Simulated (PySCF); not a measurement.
Species: C7H7NO (charge +1 and doublet state).
Geometry (GFN2-xTB, Å), atoms numbered from 1 in this order:
```xyz
16
C7H7NO angstrom
C      2.486   -0.934   -0.023
C      1.776    0.372   -0.163
O      2.280    1.432   -0.345
C      0.258    0.234   -0.049
C     -0.521    1.389   -0.165
C     -1.892    1.224   -0.057
C     -2.447   -0.025    0.155
C     -1.582   -1.120    0.257
N     -0.302   -0.917    0.149
H      3.559   -0.774   -0.112
H      2.246   -1.376    0.944
H      2.139   -1.620   -0.796
H     -0.029    2.338   -0.331
H     -2.531    2.094   -0.140
H     -3.513   -0.178    0.243
H     -1.934   -2.129    0.422
```

The hyperfine couplings belong to this conformer and change with its torsions.

The species is `CC(=O)[C+]1[CH]C=CC=N1` [radical] (charge +1).

Level of theory: PySCF 2.14.0, UKS B3LYP, pcH-1 on C H N O, non-relativistic, mean-field spin-orbit, GIAO. The structure is a single GFN2-xTB conformer in the gas phase; no vibrational or solvent corrections. The geometry wasn't refined by DFT: couplings that depend on bond lengths, twists or pyramidal angles can differ widely from those at the functional's own minimum, by a factor of two or more for some ions and for spin on atoms past the first row. Stability of the SCF solution: not tested.

Principal values of hyperfine tensors in MHz (contact and dipolar terms together), for some of the nuclei:

```
atom  isotope      A1      A2      A3
  N9      14N   76.55   80.18  132.10
  C4      13C   61.54   68.04   96.50
  C2      13C  -53.85  -41.40  -26.25
 H14       1H   32.73   34.02   36.84
 H16       1H   28.88   29.89   43.90
 H15       1H   13.58   15.02   20.88
  C1      13C    4.28    6.09   37.94
 H13       1H    9.34   17.32   21.03
```

Give the isotropic coupling of each nucleus in MHz and in mT (g = 2.0044), and the anisotropic part.

a_iso is a third of the trace, T = A − a_iso, and a(mT) = a(MHz)/(g × 13.996).

```tsv
atom	a_iso (MHz)	a_iso (mT)	T1	T2	T3
N9	96.28	3.432	-19.73	-16.10	35.83
C4	75.36	2.686	-13.82	-7.32	21.14
C2	-40.50	-1.444	-13.34	-0.90	14.25
H14	34.53	1.231	-1.80	-0.51	2.31
H16	34.22	1.220	-5.34	-4.33	9.68
H15	16.49	0.588	-2.91	-1.48	4.39
C1	16.11	0.574	-11.82	-10.02	21.84
H13	15.90	0.567	-6.56	1.42	5.14
```

What spin density at the nucleus of N9 lies behind its contact coupling (g_N = 0.40376)?

a_FC = (2μ0/3) gₑ μB g_N μN ρ(0)/(2S·h) = 800.24 MHz × g_N × ρ(0)/(2S), with ρ in bohr⁻³. With a_FC = 96.28 MHz and 2S = 1, ρ(0) = 0.298 bohr⁻³.

O3 (17O, g_N = -0.75752) isn't in the table. Its spin density at the nucleus is 0.03379 bohr⁻³. What is its contact coupling?

By the same relation, a_FC = -20.5 MHz. Its full tensor has the principal values -122.49, 25.88, 35.15 MHz.

Name the largest traceless tensor T of the table and describe it.

N9: -19.7, -16.1, 35.8 MHz, rhombic: the two smaller values differ by 10 % of the largest.

What first-order splitting does N9 cause when the field lies along A1, A2 or A3 of its tensor (g taken as isotropic, no quadrupole term)?

3 lines (I = 1), spaced by |A_i|/(g × 13.996): 2.73, 2.86, 4.71 mT along the axes of A1, A2 and A3.

Hardware: one thread of an Arm Neoverse V2, shared host with 96 logical CPUs at a one-minute load of 57. Cost: 1.7 min of wall time (with the writing of density and orbital grids), 1.1 GiB resident at most.

The SMILES draws the unpaired electron on C5; the largest computed Mulliken spin population is on N9 (0.42 against 0.07).
